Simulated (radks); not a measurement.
Nd I, configuration [Xe] 4f4 6s2 (the NIST ground configuration).

All-electron calculation, scalar-relativistic Kohn-Sham, LDA (Slater exchange, Perdew-Wang correlation), spin-unpolarised, spherical densities, point nucleus. Program: a radial shooting solver on a logarithmic mesh with Libxc functionals.

Energy parts (hartree):
part                       energy
total                  -9617.0978
kinetic                10233.6828
electron-nucleus      -23364.6599
Hartree                 3729.0923
exchange-correlation    -215.2131

Orbitals (lengths in bohr, moments of r in powers of bohr; <r^-3> diverges for s and p1/2; r(max) is where P^2 peaks; r(90%) holds 90 % of the orbital's charge):
orbital,occ.,eigenvalue (hartree),r(90%),<r^-3>,r(max)
1s,2,-1593.467,0.0427,-,0.01511
2s,2,-257.7712,0.156,-,0.08557
2p,6,-230.5400,0.145,9009,0.06894
3s,2,-55.90481,0.391,-,0.2440
3p,6,-47.31651,0.396,1833,0.2389
3d,10,-35.37280,0.378,250.5,0.1959
4s,2,-11.10032,0.873,-,0.5651
4p,6,-8.28539,0.937,401.1,0.5899
4d,10,-4.28363,1.06,45.06,0.6184
4f,4,-0.07132,2.01,4.871,0.6626
5s,2,-1.49121,2.12,-,1.317
5p,6,-0.81454,2.55,54.16,1.496
6s,2,-0.13358,6.46,-,3.720

The highest occupied level is 4f at -1.941 eV. For comparison, the ionisation energy in NIST's Atomic Spectra Database is 5.525 eV (measured). In exact Kohn-Sham theory the highest level is minus the ionisation energy, but local and semilocal functionals leave it too shallow, through self-interaction and a potential that decays too fast; potentials with the right tail come closer. The density falls to 0.001 e/bohr^3 at r = 5.33 bohr.

Beside tabulated values, note that spin-unpolarised runs miss the spin-polarisation part of the exchange energy of open shells.
